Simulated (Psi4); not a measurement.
H$_{9}$PSi$_{3}$, triplet, at the geometry of the source list (a higher spin typed on purpose: for a closed-shell molecule this is an excited state). Base run: B3LYP/def2-SV(P) (Psi4).

Input for Psi4:
```
memory 2 GB

molecule {
0 3
Si   -0.67310000    1.76730000   -0.64830000
P     0.24000000   -0.23330000   -0.97070000
Si    1.93000000   -0.21970000    0.47290000
Si   -1.21900000   -1.58440000    0.02230000
H     0.29470000    2.75260000   -1.12500000
H    -0.98700000    2.02670000    0.76020000
H    -1.90120000    1.80100000   -1.43910000
H     2.88610000    0.77450000   -0.00870000
H     2.50540000   -1.56260000    0.45900000
H     1.50880000    0.12150000    1.83530000
H    -0.62950000   -2.92110000    0.01040000
H    -2.44460000   -1.53560000   -0.77150000
H    -1.51050000   -1.18700000    1.40320000
}

set {
  basis def2-sv(p)
  reference uks
}

energy('b3lyp')
print_variables()
```

Variants of this job, named by their change:

```csv
change,ΔE vs base (µEh),SCF cycles,grid points,basis functions
base,0.0,9,277721,90
diis_max_vecs = 3,0.0,11,277721,90
guess = gwh,0.1,23,277721,90
guess = sapgau,0.0,10,277721,90
damping_percentage = 20,-1.6,14,277721,90
diis_max_vecs = 15,0.0,9,277721,90
ints_tolerance = 1e-8,0.0,9,277721,90
dft_nuclear_scheme = becke,57.1,9,275240,90
df_basis_scf = cc-pvtz-jkfit,94.8,9,277721,90
scf_type = out_of_core,137,9,277721,90
cholesky_tolerance = 1e-3 (with scf_type cd),-322,9,277721,90
scf_type = dfdirj+cosx,-58.0,10,277721,90
dft_pruning_scheme = treutler,159,9,152401,90
```

Open shells are given as the SCF converged; they aren't shown to be the lowest states, and a large step between rows can be another state.
